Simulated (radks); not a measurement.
Ni9+, 19 electrons, occupied as [Ne] 3s1 3p6 3d2 (not the ground configuration).

Calculated with a radial shooting solver on a logarithmic mesh with Libxc functionals: scalar-relativistic Kohn-Sham, PBEsol, spin-polarised, spherical densities, finite nucleus; open shells are filled with parallel spins first; Fermi nuclear charge, rms radius 3.7757 fm.

Energy parts (hartree):
total: -1486.44109
kinetic: 1507.67348
electron-nucleus: -3409.79166
Hartree: 470.54705
exchange-correlation: -54.86995

Orbitals (lengths in bohr, moments of r in powers of bohr; <r^-3> diverges for s and p1/2; r(max) is where P^2 peaks):
orbital  occ.  eigenvalue (hartree)       <r^4>   r(max)      <r>  <r^-3>
1s up       1             -309.9473  0.00003995  0.03542  0.05413       -
1s down     1             -309.9174  0.00003994  0.03542  0.05413       -
2s up       1             -44.58122    0.008653   0.2047   0.2447       -
2s down     1             -44.47535    0.008592   0.2045   0.2444       -
2p up       3             -39.55566    0.006487   0.1649   0.2151   623.9
2p down     3             -39.46932    0.006427   0.1648   0.2147   625.7
3s up       1             -11.60762      0.4214   0.6143   0.6796       -
3s down     0             -11.38010      0.4314   0.6156   0.6829       -
3p up       3             -10.08764      0.4696   0.6105   0.6862   103.2
3p down     3              -9.86427      0.4840   0.6121   0.6904   101.6
3d up       2              -7.69725      0.5044   0.5395   0.6687   12.62
3d down     0              -7.47388      0.5309   0.5413   0.6749   12.50

The highest occupied level is 3d up at -209.45 eV. The configuration is held as typed, so some empty levels lie below it. The electron density at the nucleus is 1.964e+04 e/bohr^3 (large components only).
